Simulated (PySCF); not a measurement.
CH₄CdO, SMILES [O](C)[CdH].

Geometry optimised at PBE0-D3(BJ)/def2-TZVP. The def2 effective core potentials stand for the cores of Cd; spin–orbit coupling is left out.

Method: C-PCM-PBE0/def2-SVP in PySCF.

The values are the electrostatic part of the solvation free energy, E(continuum) − E(gas) at the gas-phase geometry, in a cavity of scaled van der Waals radii (PySCF's table); cavitation and dispersion terms are not included. A continuum can't describe solvent molecules that bind to the metal. In vacuum the orbital gap is 6.24 eV. The dipole moment in vacuum is 1.38 D.

```json
[
 {"solvent": "water", "ε": "78.36", "ΔG(elec) (kcal/mol)": "-10.4", "dipole (D)": "1.75", "gap (eV)": "6.90"},
 {"solvent": "diethylether", "ε": "4.24", "ΔG(elec) (kcal/mol)": "-7.8", "dipole (D)": "1.66", "gap (eV)": "6.74"},
 {"solvent": "benzene", "ε": "2.27", "ΔG(elec) (kcal/mol)": "-5.5", "dipole (D)": "1.58", "gap (eV)": "6.59"}
]
```
